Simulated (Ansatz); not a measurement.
Harmonic frequencies (cm⁻¹) at PBE0-D4/def2-TZVP from Ansatz: 48, 79, 141, 218, 387, 456, 610, 688, 706, 723, 1132, 1430, 1443, 2089, 3058, 3154, 3188, 3454.

Question: Which molecule is it?
A. `F[SiH2]O[SiH2]`•
B. `C[CH2][Mg]`•
C. `C[SiH]C#N`•
D. `C#[C][In][CH3]`•

Answer: D.
